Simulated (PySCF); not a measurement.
Compound: ZnMe(SeMe), C2H6SeZn (singlet state).
Geometry (PBE0-D3(BJ)/def2-SVP, Å), atoms numbered from 1 in this order:
```
atom  x, y, z in Å
Zn1    0.335   -0.847    0.349
C2     0.357   -0.899    2.292
H3    -0.661   -0.810    2.703
H4     0.965   -0.078    2.704
H5     0.785   -1.848    2.652
Se6    0.316   -0.784   -1.951
C7    -0.394    1.041   -2.138
H8    -1.395    1.130   -1.698
H9    -0.467    1.236   -3.216
H10    0.281    1.783   -1.693
```

Computed with PBE0-D3(BJ)/def2-SVP geometry optimisation, gas phase (PySCF 2.14.0).

**Question.** Which atoms are bound to Zn1, and at what distances?

**Answer.** 2 atoms: C2 1.943 Å, Se6 2.301 Å. The nearest atom not counted as bound is H5, at 2.55 Å (others tie with it).

**Question.** What is the shape at Zn1?

**Answer.** Linear: angle 179.8°.

**Question.** What are the other bond lengths?

**Answer.** C2–H3, C2–H4, C2–H5 1.101 Å; Se6–C7 1.967 Å; C7–H8, C7–H9, C7–H10 1.098 Å.

**Question.** Give some angles away from the centre.

**Answer.** Zn1–Se6–C7 97.1°.

**Question.** What are the rotational constants (commonest isotopes, rigid rotor)?

**Answer.** A = 9111, B = 1322, C = 1171 MHz: a near-prolate asymmetric top.

Point group: near Cs, missed by 0.10 Å at most; the miss may be what the optimiser left on a soft mode. Charge 0, singlet. Whether it is a minimum is left open (no frequencies).

On Arm Neoverse V1, one thread, shared host, this took 53 s of wall time and 0.49 GiB of memory at its peak. That covers the optimisation of the geometry.
